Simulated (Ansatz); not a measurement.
Ideal-gas functions of H₄SeSiTe, SMILES `[SeH][SiH2][TeH]` at 600 K and 1 bar, from an Ansatz frequency run at PBE0-D4/def2-TZVP.

Molar mass 238.68 g/mol, point group C1 (symmetry number 1), electronic degeneracy 1, moments of inertia 62.309, 754.641, 806.378 u Å². Harmonic wavenumbers (cm⁻¹, unscaled): 78, 123, 189, 323, 416, 422, 579, 629, 684, 791, 934, 2155, 2223, 2235, 2422.

Use S(trans) = R[1.5 ln M + 2.5 ln T − 1.1517]; rotational temperatures θ = 24.2544 K / I; S(rot) = R[ln(√π/σ · √(T³/θAθBθC)) + 1.5]; for each mode x = 1.438777 ν̃/T, S = R[x/(eˣ − 1) − ln(1 − e⁻ˣ)] and H = RT x/(eˣ − 1); 1 cm⁻¹ = 0.0119627 kJ/mol; R = 8.31446 J/(mol·K).

Task: By hand: the entropy, in J/(mol·K).

Result: Translation 191.7. Rotation: θ = 0.3893, 0.0321, 0.0301 K, giving 129.8. Vibration, mode by mode: 22.27, 18.50, 14.97, 10.64, 8.67, 8.56, 6.22, 5.64, 5.07, 4.14, 3.16, 0.29, 0.26, 0.25, 0.17, in all 108.8. Electronic 0.0. Sum 430.3 J/(mol·K).

Task: By hand: H − E and G − E in kJ/mol, counted from the electronic energy.

Result: Zero-point energy ½ × 14203 × 0.0119627 = 85.0; thermal vibration 31.8; translation, rotation and pV give 4 RT = 20.0. H − E = 136.8 kJ/mol, and G − E = 136.8 − 600 × 430.3/1000 = -121.4 kJ/mol.

Vibration gives 25 % of the entropy, 40.8 J/(mol·K) of it from the modes under 150 cm⁻¹: soft modes count most, and the harmonic formula is weakest for them. The sum counts one conformer and one mirror image; others add a mixing term.
